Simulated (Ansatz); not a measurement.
Molecule: HSiO2, charge 0, multiplicity 2. SMILES: [O][Si]O
Geometry: optimised at B3LYP-D3(BJ)/def2-TZVP (Ansatz, a program for electronic structure).

Wanted: atomisation energy, in kcal/mol. Terms: atomisation electronic, to ground-state atoms; no spin-orbit coupling; six Cartesian d functions in 6-31G* and its kin unless marked 5d; frozen cores in correlated levels; non-relativistic; UHF or UKS for open shells; no dispersion term unless named. CBS marks a two-point X^-3 extrapolation of the correlation energy; Hartree-Fock from the larger set. The bracket is a focal-point correction in the basis named. First-principles rows: single points at B3LYP-D3(BJ) geometries (Ansatz).

| species | coefficient | E at B3LYP/6-31G* (Ansatz), Eh | E at wB97X-V/def2-TZVPD (Ansatz), Eh |
|---|---|---|---|
| [O][Si]O | -1 | -440.53456 | -440.52834 |
| H atom | +1 | -0.50027 | -0.50049 |
| O atom | +2 | -75.06062 | -75.06921 |
| Si atom | +1 | -289.37173 | -289.31750 |

Coupled cluster (Ansatz) is a level with limits of its own, used here on species with T1 under 0.025 (0.045 for open shells) and stable references: RI-MP2/CBS(aug-cc-pV(T+d)Z,aug-cc-pV(Q+d)Z)+[CCSD(T)-MP2]/aug-cc-pV(T+d)Z. Value to compare with, RI-MP2/CBS(aug-cc-pV(T+d)Z,aug-cc-pV(Q+d)Z)+[CCSD(T)-MP2]/aug-cc-pV(T+d)Z (Ansatz): 362.2 kcal/mol. 1 Eh = 627.5095 kcal/mol.

Q: Compute it at each level from the table, and compare with RI-MP2/CBS(aug-cc-pV(T+d)Z,aug-cc-pV(Q+d)Z)+[CCSD(T)-MP2]/aug-cc-pV(T+d)Z (Ansatz).

A: 
- B3LYP/6-31G*: the sum of coefficient times E is 0.54132 Eh, or 339.68 kcal/mol. Result: 339.7 kcal/mol. Its difference against RI-MP2/CBS(aug-cc-pV(T+d)Z,aug-cc-pV(Q+d)Z)+[CCSD(T)-MP2]/aug-cc-pV(T+d)Z (Ansatz) is -22.5 kcal/mol.
- wB97X-V/def2-TZVPD: the sum of coefficient times E is 0.57193 Eh, or 358.89 kcal/mol. Result: 358.9 kcal/mol. Its difference against RI-MP2/CBS(aug-cc-pV(T+d)Z,aug-cc-pV(Q+d)Z)+[CCSD(T)-MP2]/aug-cc-pV(T+d)Z (Ansatz) is -3.3 kcal/mol.
